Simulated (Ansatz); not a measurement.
Relaxation of AlFH$_{5}$NSi (9 atoms, charge 0, multiplicity 1), to a largest force component of 0.015 eV/Å in at most 40 steps.

The calculation used RKS BLYP/def2-SVP (Ansatz).

```xyz
9
Properties=species:S:1:pos:R:3
N 0.508 1.733 -0.936
Al 0.876 0.169 -0.157
F 2.467 -0.319 -0.059
Si -0.839 -1.268 0.732
H 0.437 2.639 -0.489
H 0.374 1.890 -1.928
H -1.823 -1.693 -0.284
H -0.350 -2.524 1.337
H -1.650 -0.627 1.786
```

**Question.** Where does it end, and by what steps?

**Answer.** The forces met the threshold. The force dipped under the threshold on the way, but the program's further checks kept it going. After 26 steps the energy has fallen by 0.430 eV; H6 moved furthest, 1.25 Å.

| step | energy less start (eV) | largest force component (eV/Å) | accepted |
| --- | --- | --- | --- |
| 0 | 0.0000 | 0.529 | yes |
| 1 | -0.0594 | 0.335 | yes |
| 2 | -0.0771 | 0.226 | yes |
| 3 | -0.0993 | 0.299 | yes |
| 4 | -0.1382 | 1.172 | yes |
| 5 | -0.2054 | 1.249 | yes |
| 6 | -0.3267 | 0.497 | yes |
| 7 | -0.3926 | 0.228 | yes |
| 8 | -0.4206 | 0.088 | yes |
| 9 | -0.4195 | 0.100 | no |
| 10 | -0.4225 | 0.022 | yes |
| 11 | -0.4227 | 0.063 | yes |
| 12 | -0.4241 | 0.019 | yes |
| 13 | -0.4248 | 0.050 | yes |
| 14 | -0.4252 | 0.086 | yes |
| 15 | -0.4260 | 0.055 | yes |
| 16 | -0.4270 | 0.036 | yes |
| 17 | -0.4280 | 0.024 | yes |
| 18 | -0.4261 | 0.123 | no |
| 19 | -0.4288 | 0.044 | yes |
| 20 | -0.4289 | 0.056 | yes |
| 21 | -0.4292 | 0.065 | yes |
| 22 | -0.4297 | 0.040 | yes |
| 23 | -0.4300 | 0.010 | yes |
| 24 | -0.4301 | 0.008 | yes |
| 25 | -0.4302 | 0.018 | yes |
| 26 | -0.4303 | 0.011 | yes |

```xyz
9
Properties=species:S:1:pos:R:3
N 0.619 1.808 -0.727
Al 0.768 0.052 -0.465
F 2.129 -0.692 -1.129
Si -0.885 -1.266 0.778
H -0.150 2.390 -0.382
H 1.289 2.386 -1.243
H -1.535 -2.304 -0.098
H -0.257 -1.988 1.940
H -1.977 -0.386 1.326
```

Whether the end is a true minimum wasn't checked by a vibrational analysis.

Time of the run: 2.1 min on 1 thread of Arm Neoverse N1, on a shared host, peak memory 0.15 GiB.
